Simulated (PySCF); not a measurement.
# Trend along group 14: MIn molecules

PBE0 with double-zeta basis sets in PySCF, for the lowest determinant that a PBE0 search found; no spin–orbit coupling. De refers to high-spin ground-configuration atoms. A positive dipole means M(−)In(+).

```tsv
M	basis	state (unpaired electrons)	Re (Å)	ωe (cm⁻¹)	De (eV)	μ (D)
C	x2c-SVPall	quartet (σ ↑, π ↑↑)	2.204	488	3.00	2.61
Si	def2-SVPD	quartet (σ ↑, π ↑↑)	2.625	258	2.35	2.06
Ge	def2-SVP	quartet (σ ↑, π ↑↑)	2.668	182	2.24	1.95
Pb	def2-SVP	quartet (σ ↑, π ↑↑)	2.907	129	1.92	1.27
```

Q: The row for M = Sn is missing. Estimate Re, ωe and De as the mean of the rows for Ge and Pb, and compare with the calculation.

A: The means are 2.788 Å, 156 cm⁻¹ and 2.08 eV. PBE0 in def2-SVP gives InSn as a quartet (σ ↑, π ↑↑) with Re = 2.850 Å, ωe = 148 cm⁻¹, De = 2.02 eV, so the estimate is off by -6.3 pm, +5 % and +0.06 eV.

The rows differ in basis set, which adds steps of its own.

These are scalar-relativistic numbers at best; spin–orbit coupling would shift them, the dissociation energy most. States were picked by a PBE0 search and need not be the measured ground states.
